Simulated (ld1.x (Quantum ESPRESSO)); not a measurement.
copper (Cu): excitation energies, all-electron against TM

- Element: Cu
- Generator: ld1.x (Quantum ESPRESSO) 7.5
- Type: norm-conserving Troullier–Martins (Kleinman–Bylander form)
- Functional: PBE
- Relativity: scalar-relativistic
- Frozen core: [Ne] 3s2
- Valence charge: 17
- Reference configuration: 3p6 3d10 4s1 4p0
- Partial waves: 4s (bound): rc 1.95 bohr; 3p (bound): rc 0.65 bohr; 3d (bound): rc 1.10 bohr
- Local potential: all-electron potential smoothed inside 0.95 bohr (lloc = -1)
- Core correction: none

Energies are relative to the spin-unpolarised reference configuration 3p6 3d10 4s1 4p0; without spin polarisation the order of configurations can differ from experiment. The frozen-core shift is the all-electron ΔE with the core orbitals held at their reference shape minus the fully relaxed ΔE.

| valence configuration | charge | ΔE all-electron (eV) | error AE − PS (meV) | frozen-core shift (meV) |
| --- | --- | --- | --- | --- |
| 3p6 3d10 4s0 4p0 | +1 | 8.148 | -9.4 | +2.4 |
| 3p6 3d9 4s0 4p0 | +2 | 29.480 | +18 | +4.9 |
| 3p6 3d8 4s0 4p0 | +3 | 68.500 | +50 | +53 |
| 3p5 3d10 4s1 4p0 | +1 | 79.535 | -30 | +41 |
| 3p6 3d9 4s2 4p0 | 0 | 1.970 | -40 | +4.9 |
| 3p6 3d9 4s1 4p0 | +1 | 11.578 | -7.6 | +4.1 |

Problem. What are ΔE and the potential's error for 3p6 3d7 4s0 4p0?

Solution. ΔE = 128.209 eV all-electron; the error (AE − PS) is +96 meV.

Levels in the configuration 3p6 3d9 4s2 4p0:

```csv
level,all-electron (eV),pseudo (eV)
3p,-77.307,-77.432
3d,-9.518,-9.584
4s,-5.812,-5.783
```

ld1.x printed “convergence not achieved” for 2 of the counted tests; their residual had stalled under 1e-8, short of the target of 1e-14.

Note: ghost state, extra bound levels that the all-electron valence spectrum of the same l lacks: s at -152.1 eV. A true bound ghost makes a file unfit for plane-wave use.
